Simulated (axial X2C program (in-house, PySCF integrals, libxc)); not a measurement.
Potential curves of BBr, 2c

Calculated with an axial X2C code built on PySCF integrals. Two-component (2c) means X2C with spin–orbit coupling and atomic mean-field two-electron Coulomb and Gaunt terms. Basis: Br dyall-cv3z [8s9p6d4f1g], B dyall-v3z [7s6p2d1f] (cores contracted in-house); Gaussian nuclei, density fitting, unrestricted open shells. Masses: Br 78.918 u, B 11.009 u.

State: Ω = 0 (closed shell). Energies in cm⁻¹ from the fragments at the same level (Br + B). Fits are polynomials in 1 − R0/R over 0.85 to 1.23 times the lowest point R0.

```csv
R (Å),HF,MP2
1.6478,-16756,-29697
1.7235,-20459,-33159
1.7804,-22063,-34600
1.8372,-22909,-35297
1.8940,-23175,-35426
1.9603,-22931,-35034
2.0266,-22249,-34215
2.1118,-20925,-32727
2.2160,-18872,-30485
2.3675,-15454,-26809
```

Correlated methods: 10 electrons correlated (number of frozen shells: Br 3 s, 2 p, 1 d; B 1 s), 190 virtual spin orbitals or spinors in MP2.

The state is a single determinant with fixed occupations, the lowest that a limited PBE0 search found. The closed shell is kept restricted, so the energy runs too high when the bond is stretched far. De is counted from the lowest determinant-based energies of the atoms at the same level, without counterpoise correction. MP2 and coupled cluster on one determinant become unreliable at the stretched end.

(1) Fit the HF curve near its minimum: give the equilibrium distance, the harmonic wavenumber and the well depth.

(2) What are Re, ωe and De at the MP2 level?

Results:

(1) At HF, 2c: Re = 1.897 Å, ωe ≈ 686 cm⁻¹, De = 2.87 eV to Br + B; Be follows as 0.485 cm⁻¹.

(2) At MP2, 2c: Re = 1.880 Å, ωe ≈ 706 cm⁻¹, De = 4.39 eV to Br + B; Be follows as 0.494 cm⁻¹.
